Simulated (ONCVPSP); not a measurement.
## Ranking ONCV potentials for nickel (Ni)

All share these settings but for the change named:

| Quantity | Value |
| --- | --- |
| Element | Ni |
| Generator | ONCVPSP 4.0.1 |
| Type | optimised norm-conserving Vanderbilt (ONCV) |
| Functional | PW91 |
| Relativity | scalar-relativistic |
| Frozen core | [Ne] |
| Valence charge | 18 |
| Reference configuration | 3s2 3p6 3d8 4s1 4p1 |
| Partial waves | 3s+4s: rc 1.20 bohr, ncon 5, nbas 9, qcut 11 1/bohr, 2 projectors; 3p+4p: rc 1.35 bohr, ncon 3, nbas 7, qcut 10.3 1/bohr, 2 projectors; 3d: rc 1.00 bohr, ncon 4, nbas 9, qcut 19.1 1/bohr, 2 projectors, debl 0.6 Ha |
| Local potential | polynomial inside 0.80 bohr (lpopt 3, dvloc0 4 Ha) |
| Core correction | Teter function fitted to the true core (icmod 2), fcfact 0.35 |

Test errors are all-electron minus pseudo excitation energies from the reference, over 3s2 3p6 3d8 4s2 4p0; 3s2 3p6 3d8 4s1 4p0; 3s2 3p6 3d8 4s0 4p0; 3s2 3p6 3d9 4s0 4p0. None of these files shows a bound ghost.

The base gives 2.2 meV.

Of 6 variants that were run, those that failed, showed a ghost or another fault, or gave nearly equal values are left out.

A variant can come out equal or close to the base, since the largest error may sit in a test that the change hardly touches while other tests move.

(1) Rank these variants by their largest absolute test error, smallest first.
A. all radii but the core radius scaled by about 0.75 (s 0.90, p 1.02, d 0.76 bohr); local potential polynomial inside 0.60 bohr (lpopt 3, dvloc0 4 Ha)
B. local potential polynomial inside 0.80 bohr (lpopt 5, dvloc0 4 Ha)
C. p: nbas 8

Answers

(1) A (0.7 meV), C (1.7 meV), B (2.3 meV).
